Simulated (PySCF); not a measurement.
C₂H₇BFNO, SMILES FB(N)COC.

Coordinates come from a r2SCAN-D4/def2-SVP optimisation. This is a generated structure with no PubChem entry under its InChIKey; it may be hypothetical. One conformer was computed; it need not be the lowest.

Two levels are set side by side: PBE/def2-TZVP (PySCF) and HF/def2-TZVP (PySCF). Same geometry, gas phase. Differences are taken from unrounded values.

| quantity | HF |
|---|---|
| orbital gap (eV) | 14.54 |
| highest occupied level (eV) | -11.24 |
| lowest empty level (eV) | 3.30 |
| dipole moment (D) | 1.67 |
| mean polarisability (bohr³) | 46.2 |

### Question
What does PBE give, and how far is it from HF? (Estimate from the structure and the level; the computed values follow.)

### Answer

```json
[
 {"quantity": "orbital gap (eV)", "PBE": "5.67", "PBE minus HF": "-8.87"},
 {"quantity": "highest occupied level (eV)", "PBE": "-5.65", "PBE minus HF": "5.59"},
 {"quantity": "lowest empty level (eV)", "PBE": "0.02", "PBE minus HF": "-3.28"},
 {"quantity": "dipole moment (D)", "PBE": "1.67", "PBE minus HF": "0.00"},
 {"quantity": "mean polarisability (bohr³)", "PBE": "52.8", "PBE minus HF": "6.6"}
]
```

PBE's occupied levels lie high since its potential decays too fast outside the molecule; exact exchange lowers them and widens the gap. PBE's more diffuse valence density responds more strongly to a field. Differences between two approximate levels are no errors against the true value.

Rough cost on one machine, each run with all the roots and properties that it gave: HF against PBE about 1/3.
